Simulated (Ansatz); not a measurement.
Wavefunction ladder for BFH$_{6}$Si$_{2}$ (`F[SiH2]B[SiH3]`)

Z-matrix (Å, degrees):
```
Si
B 1 1.996
F 1 1.608 2 113.1
H 1 1.490 2 109.7 3 119.7
H 1 1.489 2 110.6 3 -120.1
Si 2 2.004 1 125.2 3 1.9
H 2 1.199 1 115.5 3 178.3
H 6 1.488 2 114.2 1 -157.3
H 6 1.496 2 103.6 1 85.4
H 6 1.487 2 113.4 1 -31.5
```

Charge 0, multiplicity 1. The geometry is a stationary point of PBE0-D4/def2-TZVP. It is one conformer, not always the lowest. Frozen core, restricted reference, the Gaussian-basis code of Ansatz. CBS rows extrapolate triple and quadruple zeta; past MP2 they add the triple-zeta difference.

```tsv
basis	HF (Eh)	MP2 corr.	CCSD corr.	(T)	CCSD(T) total
def2-SVP	?	-0.46286	-0.52215	?	?
def2-TZVPP	?	-0.59474	-0.65114	-0.02000	?
def2-QZVPP	-705.60159	?	–	–	–
CBS(def2)	-705.60493	-0.68081	-0.73721	as TZ	-706.36214
```

**Question.** Fill in the withheld values. (An estimate is asked.)

**Answer.** The calculation gave: def2-SVP HF (Eh): -705.20907; def2-SVP (T): -0.01095; def2-SVP CCSD(T) total: -705.74217; def2-TZVPP HF (Eh): -705.57740; def2-TZVPP CCSD(T) total: -706.24854; def2-QZVPP MP2 corr.: -0.64418.
